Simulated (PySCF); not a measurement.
Precursor series Zr NH2-H. All species are isolated molecules in the gas phase. One relaxed conformer stands for each flexible species; it need not be the lowest.

The HOMO–LUMO gap from two functionals at the same geometries (BP86-D3(BJ)/def2-SVP), both in PySCF: PBE-D3(BJ)/def2-TZVP and B3LYP-D3(BJ)/def2-TZVP. B3LYP has the VWN-RPA correlation part, as in Gaussian. 

| species | PBE-D3(BJ)/def2-TZVP (eV) | B3LYP-D3(BJ)/def2-TZVP (eV) |
|---|---|---|
| 0 of 4 NH2 replaced by H | 4.49 | 6.13 |
| 1 of 4 NH2 replaced by H ([Zr(NH2)3(H)]) | 4.78 | 6.46 |
| 2 of 4 NH2 replaced by H ([Zr(NH2)2(H)2]) | 3.87 | 5.65 |
| 3 of 4 NH2 replaced by H ([Zr(NH2)(H)3]) | 3.62 | 5.49 |
| 4 of 4 NH2 replaced by H ([Zr(H)4]) | 3.69 | 5.58 |

Over these rows, drawn at random from the members with no instability flagged (it was tested for open shells, ions and some series alone), PBE minus B3LYP-D3(BJ): mean -1.77 eV, from -1.89 eV to -1.65 eV.
